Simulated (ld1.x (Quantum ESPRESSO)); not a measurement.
# Transferability test, TM semilocal potential for Ir (Z = 77)

ld1.x (Quantum ESPRESSO) 7.5 input, shortened:

```
&input
   title='Ir', zed=77., rel=1, dft='PBE', iswitch=3,
   config='[Xe] 4f14 5d7 6s2 6p0'
 /
 &inputp
   pseudotype=1, tm=.true., lloc=0,
   nlcc=.false.
 /
3
5P  2  1   6.00   0.00  1.45  1.45  0.0
5D  3  2   7.00   0.00  2.00  2.00  0.0
5S  1  0   2.00   0.00  1.45  1.45  0.0
 &test
   configts(1)='5s2 5p6 5d7 6s2 6p0'
 /
```

Occupied shells without a wave of their own: 6s. They enter only through the test configuration that unscreens the potential.

Energies are relative to the spin-unpolarised reference configuration 5s2 5p6 5d7 6s2 6p0; without spin polarisation the order of configurations can differ from experiment.

| valence configuration | charge | ΔE all-electron (eV) | error AE − PS (meV) |
| --- | --- | --- | --- |
| 5s2 5p6 5d7 6s1 6p0 | +1 | 9.879 | -1982 |
| 5s2 5p6 5d7 6s0 6p0 | +2 | 27.348 | -4761 |
| 5s2 5p6 5d6 6s0 6p0 | +3 | 57.889 | -6256 |
| 5s2 5p5 5d7 6s2 6p0 | +1 | 60.947 | -64 |
| 5s2 5p6 5d7 6s1 6p1 | 0 | 5.315 | -1673 |

**Question.** What are ΔE and the potential's error for 5s2 5p6 5d7.5 6s1.5 6p0?

**Answer.** ΔE = -0.286 eV all-electron; the error (AE − PS) is -762 meV.

**Question.** What are ΔE and the potential's error for 5s2 5p6 5d7 6s1.5 6p0?

**Answer.** ΔE = 4.035 eV all-electron; the error (AE − PS) is -898 meV.

These tests converged, but a pseudo level misses the all-electron one widely, so the file describes the atom poorly there or has found another state: 5s2 5p6 5d7 6s1 6p0: 6s by 2.4 eV; 5s2 5p6 5d7 6s0 6p0: empty 6s by 3.2 eV; 5s2 5p6 5d6 6s0 6p0: empty 6s by 4.0 eV; 5s2 5p5 5d7 6s2 6p0: 6s by 2.4 eV; 5s2 5p6 5d7 6s1 6p1: 6s by 2.0 eV; 5s2 5p6 5d7 6s1.5 6p0: 6s by 2.0 eV; 5s2 5p6 5d7.5 6s1.5 6p0: 6s by 1.7 eV. The 6s level has no wave, so the channel is fitted at the deeper level alone: the likely source of the large errors.

The potential misses its own reference levels by up to 1.6 eV, so it is not fit for use.
